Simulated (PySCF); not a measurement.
Geometries of 2 isomers of C6H7NS, from PBE0-D3(BJ)/def2-SVP geometry optimisation, gas phase (PySCF). One conformer each, no zero-point energy, no frequencies.

**Question.** Which isomer lies lower at this level?
A.
```xyz
15
angstrom
C     -2.595    0.002    0.502
C     -1.492   -0.745    0.550
C     -0.537   -0.940   -0.591
C      0.849   -0.450   -0.275
C      1.158    0.867    0.189
N      2.420    1.142    0.414
S      3.339   -0.195    0.081
C      2.014   -1.173   -0.377
H     -2.886    0.532   -0.411
H     -3.251    0.109    1.370
H     -1.227   -1.257    1.484
H     -0.481   -2.010   -0.850
H     -0.922   -0.420   -1.485
H      0.408    1.644    0.368
H      2.132   -2.208   -0.698
```
B.
```xyz
15
angstrom
C      2.964   -0.185    0.054
S      1.944    1.277    0.301
C      0.331    0.592    0.126
C     -0.770    1.457    0.265
C     -2.041    0.921    0.130
C     -2.183   -0.444   -0.135
C     -1.026   -1.205   -0.253
N      0.203   -0.704   -0.126
H      4.004    0.154    0.153
H      2.798   -0.612   -0.943
H      2.740   -0.947    0.811
H     -0.617    2.518    0.473
H     -2.919    1.563    0.232
H     -3.166   -0.904   -0.248
H     -1.087   -2.279   -0.462
```

**Answer.** B. That is `CSc1ccccn1`, 27.8 kcal/mol below the other.

```tsv
SMILES	atoms numbered as above	E (Eh)	relative (kcal/mol)	relative (kJ/mol)	dipole (D)
CSc1ccccn1	[CH3:1][S:2][c:3]1[cH:4][cH:5][cH:6][cH:7][n:8]1	-684.99717	0.0	0.0	1.13
C=CCc1cnsc1	[CH2:1]=[CH:2][CH2:3][c:4]1[cH:5][n:6][s:7][cH:8]1	-684.95292	27.8	116.2	2.67
```

As drawn, the higher has a C=C bond outside aromatic rings, which the lower lacks.
